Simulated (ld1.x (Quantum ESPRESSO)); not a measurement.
**Varying the TM potential for Br**

Base potential:

| Property | Result |
| --- | --- |
| Element | Br (Z = 35) |
| Generator | ld1.x (Quantum ESPRESSO) 7.5 |
| Type | norm-conserving Troullier–Martins (Kleinman–Bylander form) |
| Functional | PBEsol |
| Relativity | scalar-relativistic |
| Frozen core | [Ar] |
| Valence charge | 17 |
| Reference configuration | 3d10 4s2 4p5 |
| Partial waves | 4s (bound): rc 1.50 bohr; 4p (bound): rc 1.40 bohr; 3d (bound): rc 0.60 bohr; 4f channel at -0.15 Ry: rc 1.40 bohr |
| Local potential | all-electron potential smoothed inside 0.65 bohr (lloc = -1) |
| Core correction | none |

All-electron outer shells of the reference configuration (PBEsol, scalar-relativistic, ld1.x):

```
shell  level (eV)  outermost node (bohr)  outermost maximum (bohr)
   3s     -237.63                   0.23                      0.48
   3p     -173.26                   0.21                      0.48
   3d      -66.71                      –                      0.43
   4s      -20.13                   0.67                      1.41
   4p       -7.85                   0.70                      1.66
```

Cutoffs, loose and tight: the cutoffs (Ry, on a coarse ladder) from which the occupation-weighted sum of valence levels, in a spherical-Bessel basis at the reference potential, stays within 10 and 1 mRy of its value at 400 Ry. They do not see the model core or the augmentation charge, which bear on the density cutoff. Test errors are all-electron minus pseudo excitation energies from the reference, over the configurations 3d10 4s2 4p4; 3d10 4s2 4p3; 3d10 4s2 4p2; 3d10 4s1 4p5; 3d10 4s1 4p6; 3d10 4s2 4p5.3; 3d9 4s2 4p6. A dash means not determined; rows that change the core or the reference have their own tests. The largest error is taken over the tests solved by every variant that gives reliable tests at all: 3d10 4s1 4p5; 3d10 4s1 4p6; 3d10 4s2 4p2; 3d10 4s2 4p4; 3d10 4s2 4p5.3.

A true bound ghost makes a file unfit for plane-wave use even where its test errors are small: the radial tests pick states by their node count and pass the ghost by. Where a test does run into it, the solver fails or the error is huge.

Cutoffs are not given where the Bessel-basis levels miss the radial ones by over 6 mRy, ghosts where they miss by over 20 mRy; a channel whose overlap is not positive is not tested.

```tsv
change	outcome	cutoff, loose	cutoff, tight	bound ghosts	largest test error (meV)
base	generated	–	–	s, p	-2.8
all radii scaled by about 0.82 (s 1.22, p 1.14, d 0.50, f 1.14 bohr); local potential all-electron potential smoothed inside 0.54 bohr (lloc = -1)	generated	–	–	s, p	+7.0
all radii scaled by about 0.93 (s 1.38, p 1.30, d 0.56, f 1.30 bohr); local potential all-electron potential smoothed inside 0.60 bohr (lloc = -1)	generated	–	–	s, p	+8.2
all radii scaled by about 1.06 (s 1.58, p 1.48, d 0.64, f 1.48 bohr); local potential all-electron potential smoothed inside 0.68 bohr (lloc = -1)	generated	–	–	s, p	-8.5
all radii scaled by about 1.14 (s 1.70, p 1.60, d 0.68, f 1.60 bohr); local potential all-electron potential smoothed inside 0.74 bohr (lloc = -1)	generated	–	–	s, p	-16470
all radii scaled by about 1.31 (s 1.96, p 1.84, d 0.78, f 1.84 bohr); local potential all-electron potential smoothed inside 0.86 bohr (lloc = -1)	generated	over 300 Ry	over 300 Ry	s	+103
all radii scaled by about 1.40 (s 2.10, p 1.96, d 0.84, f 1.96 bohr); local potential all-electron potential smoothed inside 0.90 bohr (lloc = -1)	generated	over 300 Ry	over 300 Ry	s	+87
```

What comes out with this change to the base: all radii scaled by about 1.22 (s 1.82, p 1.70, d 0.74, f 1.70 bohr); local potential all-electron potential smoothed inside 0.80 bohr (lloc = -1)?

outcome: generated; cutoff, loose: over 300 Ry; cutoff, tight: over 300 Ry; bound ghosts: s, p; largest test error (meV): +392.

What comes out with this change to the base: all radii scaled by about 0.76 (s 1.14, p 1.06, d 0.46, f 1.06 bohr); local potential all-electron potential smoothed inside 0.50 bohr (lloc = -1)?

outcome: generated; bound ghosts: s, p; largest test error (meV): +17.

Reading the sweep of the scale of all radii (base = 1) (base included, trends over the rows without a ghost): Bound ghosts are found at 0.76, 0.82, 0.93, 1, 1.06, 1.14, 1.22, 1.31, 1.4. Every judged row has one, so this setting neither creates nor removes them.
